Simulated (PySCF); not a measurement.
**Molecular orbitals of KF⁺**

UHF at R = 2.894 Å; PySCF, spin-free X2C with a Gaussian nucleus, basis sets K x2c-SVPall, F x2c-SVPall. State: ²Π (doublet), unpaired electrons π ↑. Only the outer orbitals are listed, counted within each symmetry.

```tsv
spin	orbital	occ.	ε (eV)	on K (%)	main shells (%)
α	5σ	1	-53.77	100	100 K s
α	6σ	1	-49.68	0	100 F s
α	2π	1	-31.82	100	100 K p
α	7σ	1	-31.82	100	100 K p
α	2π	1	-31.81	100	100 K p
α	3π	1	-27.81	0	100 F p
α	8σ	1	-24.88	1	99 F p
α	3π	1	-24.81	0	100 F p
α	9σ	0	-3.80	100	98 K s
α	4π	0	-2.16	100	100 K p
α	4π	0	-2.13	100	100 K p
β	5σ	1	-53.77	100	100 K s
β	6σ	1	-44.45	0	100 F s
β	2π	1	-31.82	100	100 K p
β	2π	1	-31.81	100	100 K p
β	7σ	1	-31.81	100	100 K p
β	8σ	1	-23.46	1	99 F p
β	3π	1	-23.40	0	100 F p
β	9σ	0	-3.79	100	97 K s
β	3π	0	-3.36	29	71 F p, 24 K p
β	4π	0	-2.12	100	100 K p
```

**Question.** Which are the highest filled and the lowest empty level, where do they sit, and how wide is the gap?

**Answer.** Highest filled β 3π at -23.40 eV (in %: 100 F p); lowest empty α 9σ at -3.80 eV (in %: 98 K s); the gap at UHF is 19.60 eV.

| Quantity | Value |
| --- | --- |
| bond order (Mayer) | 0.06 |
| ⟨S²⟩ | 0.753 |
| charge on K (Mulliken, basis-dependent) | 0.97 |
| charge on K (Löwdin, basis-dependent) | 0.90 |
| dipole moment (positive dipole points towards F; it is taken about the centre of mass and depends on that origin) | -4.31 D |
| polarisability along the bond | 6.6 bohr³ |
| polarisability across the bond | 6.0 bohr³ |

The state is the lowest determinant that a PBE0 search found; another state may lie lower at other levels.
